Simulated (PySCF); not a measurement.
# Deuteron quadrupole couplings in `FC(F)O[C@@H]1C=CC[SiH2]1`

Species: C5H8F2OSi.
Geometry (GFN2-xTB, Å), atoms numbered from 1 in this order:
```xyz
17
C5H8F2OSi angstrom
F      3.7496   -0.1143    0.6756
C      2.5800   -0.5333    0.1749
F      2.2956   -1.7051    0.8354
O      1.6559    0.4001    0.3801
C      0.3773    0.0989   -0.2285
C     -0.4085    1.3702   -0.3457
C     -1.6460    1.3854    0.1199
C     -2.2073    0.1473    0.7532
Si    -0.7220   -1.0483    0.8669
H      2.7308   -0.8193   -0.8883
H      0.5823   -0.3026   -1.2327
H      0.0682    2.2236   -0.8015
H     -2.2761    2.2602    0.0512
H     -2.6549    0.3921    1.7171
H     -3.0174   -0.2454    0.1359
H     -0.9437   -2.3398    0.2144
H     -0.1707   -1.1577    2.2115
```

Level: PBE0/pcSseg-1 (PySCF, non-relativistic); Q(2H) = 0.00286 b; rigid geometry, the same for H and D, with no vibrational averaging.

**Question.** Rank these positions by the coupling χzz of a deuteron there, largest first.
A. H13 (vinylic hydrogen)
B. H11 (methine hydrogen)
C. H14 (methylene hydrogen)
D. H10 (methine hydrogen)
E. H17 (Si–H hydrogen)

**Answer.** A (221 kHz), C (211 kHz), B (191 kHz), D (167 kHz), E (112 kHz).

**Question.** Tabulate Vzz, the asymmetry η and χzz = 234.96 MHz × Q × Vzz for every hydrogen position.

**Answer.** 
```csv
atom,bonded to,bond length (Å),Vzz (au),η,χzz (kHz)
H10,C2,1.111,0.2490,0.03,167
H11,C5,1.101,0.2840,0.12,191
H12,C6,1.079,0.3322,0.06,223
H13,C7,1.080,0.3286,0.04,221
H14,C8,1.091,0.3136,0.03,211
H15,C8,1.092,0.3129,0.03,210
H16,Si9,1.464,0.1621,0.01,109
H17,Si9,1.457,0.1664,0.01,112
```

**Question.** Average by the element that carries the hydrogen.

**Answer.** on C: 204 kHz over 6 positions, mean bond length 1.092 Å; on Si: 110 kHz over 2 positions, mean bond length 1.461 Å.

**Question.** How does χzz go with the bond length over the 6 C–H bonds?

**Answer.** A straight-line fit has a slope of -16.8 kHz for each 0.01 Å, with a correlation coefficient of -0.98, over lengths from 1.079 to 1.111 Å. The longer bonds have the smaller couplings here.

One conformer (not necessarily the lowest) at the GFN2-xTB geometry, without solvent, vibrations or thermal averaging. GFN2-xTB bond lengths can be off by several hundredths of an ångström, more for odd bonds, and the gradients follow them. The basis is small and wasn't made for field gradients, so the couplings can be 20 % off.
